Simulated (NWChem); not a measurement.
System: C$_{2}$H$_{8}$Si$_{2}$; SMILES C=C([SiH3])[SiH3]

```xyz
12

C      0.0000     0.0000     1.7906
C      0.0000     0.0000     0.4453
Si    -1.6320     0.0000    -0.4857
Si     1.6320     0.0000    -0.4857
H      0.9278     0.0000     2.3783
H     -0.9278     0.0000     2.3783
H     -1.7358     1.2057    -1.3652
H     -2.7648     0.0000     0.4901
H     -1.7358    -1.2057    -1.3652
H      2.7648     0.0000     0.4901
H      1.7358    -1.2057    -1.3652
H      1.7358     1.2057    -1.3652
```
Atoms are numbered in this order, from 1.

Results from NWChem. STO-3G and 3-21G are far too small for this property and stand as cheap habits. Coordinates come from a PBE0/def2-SVP optimisation. GIAO values for the isolated, static molecule; σ is the absolute isotropic shielding, δ = σ(reference) − σ with the isolated reference molecule computed at the same levels (13C: tetramethylsilane, 1H: tetramethylsilane, 29Si: tetramethylsilane).

For level Hartree-Fock/STO-3G:

```
Quantity                 Value
-----------------------  -----
δ C1 (ppm)               130.9
δ C2 (ppm)               124.5
δ Si3 (ppm)              -53.9
δ H5 (ppm)                6.21
δ H7 (rotor mean) (ppm)   1.74
```

**Question.** What are these values for level KT2/pcSseg-1?

**Answer.** The δ C1 (ppm) is 148.1, the δ C2 (ppm) is 133.6 and the δ Si3 (ppm) comes out as -62.2. The δ H5 (ppm) comes out as 6.62 and the δ H7 (rotor mean) (ppm) comes out as 4.33.
